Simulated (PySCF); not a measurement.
# Polarisability and C₆ of Co²⁵⁺ (cobalt, charge +25)

1s2, closed-shell 1S. All numbers are calculated (PySCF 2.14, the spin-free X2C one-electron Hamiltonian (Gaussian nucleus), in an even-tempered Gaussian basis (19 s from 28 bohr⁻², ratio 2; 7 p from 43 bohr⁻², ratio 2.2; 4 d from 130 bohr⁻², ratio 2.2; 4 f from 190 bohr⁻², ratio 2.2; 3 g from 290 bohr⁻², ratio 2.2; 2 h from 430 bohr⁻², ratio 2.2)). Coupled (time-dependent) response in atomic units; α is the mean over directions.

```csv
method,mean α (bohr³),C₆ (like pair),S(−4)
UHF,1.719e-05,6.768e-08,1.992e-10
PBE0,1.728e-05,6.818e-08,2.020e-10
```

S(−4) is the Cauchy moment in α(ω) = α(0) + S(−4) ω² + …

α(iu) at UHF:

| u (hartree) | α(iu) (bohr³) |
| --- | --- |
| 0 | 1.719e-05 |
| 30.0 | 1.701e-05 |
| 60.0 | 1.650e-05 |
| 120 | 1.476e-05 |
| 180 | 1.259e-05 |
| 240 | 1.050e-05 |
| 300 | 8.691e-06 |
| 450 | 5.522e-06 |
| 600 | 3.704e-06 |
| 900 | 1.941e-06 |
| 1500 | 7.828e-07 |

A single London oscillator, α(iu) = α/(1 + u²/ω²), gives C₆ = (3/4) ω α². Matching the computed C₆ needs ω = 4 × 6.768e-08 / (3 × 1.719e-05²) = 305 hartree.

For an ion, C₆ is the dispersion term alone; charge-induced terms of lower order in 1/R come first.
